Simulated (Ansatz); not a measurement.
Cost and result for the atomization energy of C3H6ClNSi (`NC1=C(CCl)[SiH2]1`) (12 atoms, 12 bonds).

```xyz
12

N    -0.167   -0.799   -1.813
C    -0.004   -0.715   -0.478
C    -0.008    0.233    0.476
C    -0.169    1.690    0.582
Cl   -0.043    2.520   -1.016
Si    0.239   -1.402    1.177
H     0.110   -1.642   -2.280
H    -0.136    0.050   -2.354
H     0.598    2.140    1.212
H    -1.147    1.965    0.980
H     1.568   -1.895    1.629
H    -0.839   -2.144    1.884
```

Charge 0, multiplicity 1. All single points use the PBE0-D4/def2-TZVP geometry. It is one conformer, not always the lowest. Program: Ansatz. All runs use 4 threads of an AMD EPYC 9R45 on a shared host. Times are those of one run each, without the atoms' runs, and a repeat can differ threefold. Electronic energies, without spin–orbit coupling; frozen cores. CCSD(T)/CBS adds CCSD(T) − MP2 in def2-TZVPP to the MP2 limit, and its time is that of the two runs behind it. T1 = 0.012. B3LYP takes the VWN-RPA correlation (the form of Gaussian; ORCA's B3LYP/G).

CCSD(T)/CBS is a level of theory with its own doubt, some kJ/mol a heavy atom from the limit and from the frozen cores, so smaller differences don't rank the functionals.

```tsv
level	functions	wall time
PBE-D4/def2-TZVPP (with forces)	292	1.2 s
PBE0-D4/def2-TZVPP	292	1.6 s
r2SCAN-D4/def2-TZVPP (with forces)	292	2 s
B3LYP-D4/def2-TZVPP (with forces)	292	2.5 s
B2PLYP/def2-TZVPP	292	2.8 s
ωB97X-V/def2-TZVPP	292	3.5 s
ωB97M-V/def2-TZVPP (with forces)	292	4.9 s
MP2/def2-QZVPP	548	11 s
CCSD(T)/def2-TZVPP	292	83 s
CCSD(T)/CBS(def2)	–	94 s
```

Problem. What atomization energy does each give, and how far from CCSD(T)/CBS? (Estimate.)

Solution. The calculation gave: 
| level | atomization (kJ/mol) | difference from CCSD(T)/CBS | per bond |
| --- | --- | --- | --- |
| PBE-D4/def2-TZVPP (with forces) | 4629.2 | 159.7 | 13.3 |
| PBE0-D4/def2-TZVPP | 4533.0 | 63.5 | 5.3 |
| r2SCAN-D4/def2-TZVPP (with forces) | 4502.5 | 33.0 | 2.8 |
| B3LYP-D4/def2-TZVPP (with forces) | 4484.9 | 15.4 | 1.3 |
| B2PLYP/def2-TZVPP | 4427.8 | -41.7 | -3.5 |
| ωB97X-V/def2-TZVPP | 4502.7 | 33.2 | 2.8 |
| ωB97M-V/def2-TZVPP (with forces) | 4503.4 | 33.9 | 2.8 |
| MP2/def2-QZVPP | 4514.8 | 45.3 | 3.8 |
| CCSD(T)/def2-TZVPP | 4334.7 | -134.8 | -11.2 |
| CCSD(T)/CBS(def2) | 4469.5 | 0.0 | 0.0 |

In def2-TZVPP, CCSD(T) changes the Hartree–Fock value by +1192.3 kJ/mol (the triples alone add +85.7 kJ/mol) and MP2 by +1292.6 kJ/mol; breaking electron pairs costs correlation energy, which Hartree–Fock lacks. The D4 term adds +49.2 kJ/mol with B3LYP and +26.1 kJ/mol with PBE0; it sums over pairs of atoms, weighted by their polarisabilities, and B3LYP, whose exchange is more repulsive, gets the larger term. From PBE to PBE0 (25 % exact exchange), in def2-TZVPP and without D4, the atomization energy moves by −91.7 kJ/mol: exact exchange takes away binding that semilocal exchange gives to molecules.
